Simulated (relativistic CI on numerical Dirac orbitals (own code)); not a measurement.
# Radial parameters of Sn9+

These numbers are calculated, not measured: Dirac-Coulomb-Breit CI, separate exchange-only KLI orbitals for each configuration, a model potential for QED, unscaled Slater integrals (own radial code, finite nucleus).

Slater integrals F^k, G^k are unscaled and averaged over j, outside the closed core [Ar] 3d10; ζ comes from projecting the Hamiltonian with its Breit term on Σ l·s of the shell.

- 4s2.4p6.4d5: F^2(4d,4d) = 108580, F^4(4d,4d) = 72881, ζ(4d) = 4259.4 cm⁻¹; <r>(4d) = 0.9373, <r^2>(4d) = 1.008 (bohr units).
- 4s2.4p5.4d6: ζ(4p) = 44900, F^2(4d,4d) = 108760, F^4(4d,4d) = 73003, F^2(4p,4d) = 114580, G^1(4p,4d) = 145540, G^3(4p,4d) = 91078, ζ(4d) = 4273.1 cm⁻¹; <r>(4p) = 0.8387, <r^2>(4p) = 0.7967, <r>(4d) = 0.9355, <r^2>(4d) = 1.005 (bohr units).
- 4s2.4p6.4d4.4f: F^2(4d,4d) = 108930, F^4(4d,4d) = 73119, ζ(4d) = 4328.9, F^2(4d,4f) = 93493, F^4(4d,4f) = 60447, G^1(4d,4f) = 112300, G^3(4d,4f) = 70542, G^5(4d,4f) = 49927, ζ(4f) = 100.03 cm⁻¹; <r>(4d) = 0.9339, <r^2>(4d) = 1.002, <r>(4f) = 1.16, <r^2>(4f) = 1.58 (bohr units).

(1) Give the Racah parameters of the d shell in 4s2.4p6.4d5.

Averages of the first 10 configurations, taken without configuration mixing, which lowers the lowest level and can move excited configurations by several eV; other configurations of the list can lie among them:

```json
{"Configuration": "4s2.4p6.4d5", "Parity": "even", "States": "252", "Average energy above the lowest level (eV)": "9.2"}
{"Configuration": "4s2.4p5.4d6", "Parity": "odd", "States": "1260", "Average energy above the lowest level (eV)": "84.1"}
{"Configuration": "4s2.4p6.4d4.4f", "Parity": "odd", "States": "2940", "Average energy above the lowest level (eV)": "83.6"}
{"Configuration": "4s2.4p6.4d4.5s", "Parity": "even", "States": "420", "Average energy above the lowest level (eV)": "63.0"}
{"Configuration": "4s2.4p6.4d4.5p", "Parity": "odd", "States": "1260", "Average energy above the lowest level (eV)": "78.6"}
{"Configuration": "4s.4p6.4d6", "Parity": "even", "States": "420", "Average energy above the lowest level (eV)": "136.2"}
{"Configuration": "4s2.4p6.4d3.5s.5p", "Parity": "odd", "States": "1440", "Average energy above the lowest level (eV)": "135.6"}
{"Configuration": "4s2.4p6.4d4.5d", "Parity": "even", "States": "2100", "Average energy above the lowest level (eV)": "101.9"}
{"Configuration": "4s2.4p6.4d3.4f.5s", "Parity": "odd", "States": "3360", "Average energy above the lowest level (eV)": "139.1"}
{"Configuration": "4s2.4p6.4d4.6s", "Parity": "even", "States": "420", "Average energy above the lowest level (eV)": "117.3"}
```

Results:

(1) B = F²/49 − 5F⁴/441 = 1390 cm⁻¹ and C = 35F⁴/441 = 5784 cm⁻¹.
